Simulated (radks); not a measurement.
Values are calculated unless marked as measured or tabulated.
All-electron atom: Tl2+ in [Xe] 4f14 5d10 6s1 (the NIST ground configuration).

Code: a radial shooting solver on a logarithmic mesh with Libxc functionals. Model: non-relativistic Kohn-Sham, PBE, spin-unpolarised, spherical densities, point nucleus; relativity is left out, which matters for an element this heavy.

Energy parts (hartree):
part                       energy
total                 -18964.7034
kinetic                18960.2607
electron-nucleus      -45097.4345
Hartree                 7527.8728
exchange-correlation    -355.4024

Orbitals (lengths in bohr, moments of r in powers of bohr; r(max) is where P^2 peaks):
orbital  occ.  eigenvalue (hartree)      <r>   <1/r>   r(max)
1s          2             -2830.125  0.01869   80.45  0.01240
2s          2             -475.8252  0.07863   18.96  0.06737
2p          6             -457.9856  0.06642   19.00  0.05223
3s          2             -113.1989   0.1980   7.365   0.1838
3p          6             -104.7371   0.1885   7.321   0.1727
3d         10             -88.94672   0.1644   7.256   0.1355
4s          2             -25.13625   0.4338   3.237   0.4084
4p          6             -21.44277   0.4369   3.151   0.4070
4d         10             -14.63386   0.4424   2.974   0.3985
4f         14              -5.44297   0.4573   2.651   0.3532
5s          2              -4.42941   0.9744   1.366   0.8947
5p          6              -3.21590    1.050   1.256   0.9436
5d         10              -1.28514    1.339  0.9755    1.104
6s          1              -0.80608    2.543  0.4946    2.239

The highest occupied level is 6s at -21.935 eV. The electron density at the nucleus is 3.818e+05 e/bohr^3. For comparison, the ionisation energy in NIST's Atomic Spectra Database is 29.852 eV (measured). In exact Kohn-Sham theory the highest level is minus the ionisation energy, but local and semilocal functionals leave it too shallow, through self-interaction and a potential that decays too fast; potentials with the right tail come closer.

Beside tabulated values, note that spin-unpolarised runs miss the spin-polarisation part of the exchange energy of open shells.
